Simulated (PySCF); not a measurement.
# Electron correlation in Re (rhenium, neutral)

[Xe] 4f14 5d5 6s1 7s1, high-spin 8S determinant (an excited configuration). Computed with PySCF 2.14 in aug-cc-pwCVDZ-PP with ECP60MDF (6s6p5d3f, 70 functions), with a scalar-relativistic core potential. Frozen: 5s2 5p6; 7 electrons correlated.

```json
{"level": "CCSD", "correlation energy (mhartree)": "-84.32"}
{"level": "(T)", "correlation energy (mhartree)": "-1.15"}
{"level": "CCSD(T)", "correlation energy (mhartree)": "-85.47"}
```

Diagnostics: T1 = 0.0090, D1 = 0.0325, largest double amplitude 0.036.

The outer electron is Rydberg-like, and this basis confines it to a smaller radius and binds it less than a complete one would.

Cost of the coupled-cluster step: about 5 core-seconds, for 7 correlated electrons.

Iterations:

```
CC2 = 0
CCSD nocc = (np.int64(7), np.int64(0)), nmo = (66, 66)
frozen orbitals [[0, 1, 2, 3], [0, 1, 2, 3]]
max_cycle = 100
direct = 0
conv_tol = 1e-08
conv_tol_normt = 1e-06
diis_space = 8
diis_start_cycle = 0
Init t2, MP2 energy = -0.0755474362738002
Init E_corr(UCCSD) = -0.0755474363218197
cycle = 1  E_corr(UCCSD) = -0.0827250022988125  dE = -0.00717756598  norm(t1,t2) = 0.0332325
cycle = 2  E_corr(UCCSD) = -0.0838010571772318  dE = -0.00107605488  norm(t1,t2) = 0.0135715
cycle = 3  E_corr(UCCSD) = -0.084367689025545  dE = -0.000566631848  norm(t1,t2) = 0.0065012
cycle = 4  E_corr(UCCSD) = -0.0843218755307868  dE = 4.58134948e-05  norm(t1,t2) = 0.000566294
cycle = 5  E_corr(UCCSD) = -0.0843250523020642  dE = -3.17677128e-06  norm(t1,t2) = 0.000109149
cycle = 6  E_corr(UCCSD) = -0.0843242527111507  dE = 7.99590913e-07  norm(t1,t2) = 2.03099e-05
cycle = 7  E_corr(UCCSD) = -0.0843243494335643  dE = -9.67224136e-08  norm(t1,t2) = 4.20427e-06
cycle = 8  E_corr(UCCSD) = -0.0843243443508226  dE = 5.08274173e-09  norm(t1,t2) = 1.08975e-06
cycle = 9  E_corr(UCCSD) = -0.0843243451948653  dE = -8.44042711e-10  norm(t1,t2) = 2.38931e-07
UCCSD converged
E(UCCSD) = -77.78859631004417  E_corr = -0.08432434519486527
UCCSD(T) correction = -0.00115168797939887
```
